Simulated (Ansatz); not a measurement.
Breaking the B1–H2 bond in BH5OSi (SMILES BO[SiH3]) (multiplicity 1 held, fragments rigid). Energies count from the point at 1.194 Å.
Geometry at that point (charge 0, multiplicity 1):
```xyz
8

B     -0.35531     0.16771     1.74611
H     -1.12198     0.72283     2.47444
H      0.51570    -0.54224     2.16560
O     -0.48933     0.35731     0.41765
Si     0.33066    -0.20123    -0.91476
H      0.86264     0.96822    -1.64325
H     -0.62978    -0.93425    -1.76420
H      1.43536    -1.09434    -0.49777
```

R- and RO- levels are restricted; in cc, def2 and unpolarised 6-31G sets they are followed outwards from rest. U- levels take the lowest unrestricted solution at each point, which mixes spins at long bonds. Active spaces are followed from a long bond inwards. Levels need not reach the same state.

Frozen-core correlation.

The values were computed with Ansatz (Gaussian basis) for Hartree–Fock, density functionals and correlated methods. Values without a source in brackets are computed.

Energies in kcal/mol.

| R (Å) | R-HF/cc-pV(D+d)Z | R-MP2/cc-pV(D+d)Z | U-MP2/cc-pV(D+d)Z | CASSCF(2,2)/cc-pV(D+d)Z | FIC-MRCISD+Q on CASSCF(2,2)/cc-pV(D+d)Z |
|---|---|---|---|---|---|
| 0.955 | 26.9 | 27.7 | 27.7 | 29.5 | 28.0 |
| 1.075 | 5.7 | 6.1 | 6.1 | 7.1 | 6.3 |
| 1.194 | 0.0 | 0.0 | 0.0 | 0.0 | 0.0 |
| 1.314 | 3.1 | 2.6 | 2.6 | 1.5 | 2.3 |
| 1.433 | 11.0 | 10.0 | 10.0 | 7.7 | 9.3 |
| 1.612 | 27.1 | 25.4 | 25.4 | 20.8 | 23.8 |
| 1.791 | 44.8 | 42.2 | 42.2 | 35.1 | 39.4 |
| 2.090 | 73.1 | 68.7 | 75.2 | 56.6 | 62.8 |
| 2.389 | 98.0 | 91.0 | 91.7 | 73.0 | 80.3 |
| 2.747 | 122.7 | 111.6 | 99.1 | 85.4 | 93.7 |
| 3.225 | 148.4 | 129.9 | 102.1 | 93.1 | 102.0 |
| 3.822 | 171.8 | 140.6 | 103.0 | 95.9 | 105.1 |

Doubts at one or more of the structures used: a restricted determinant that unrestricted orbitals would lower (R-HF/cc-pV(D+d)Z, R-MP2/cc-pV(D+d)Z); a spin-contaminated determinant (U-MP2/cc-pV(D+d)Z).

Ansatz is an electronic-structure program.
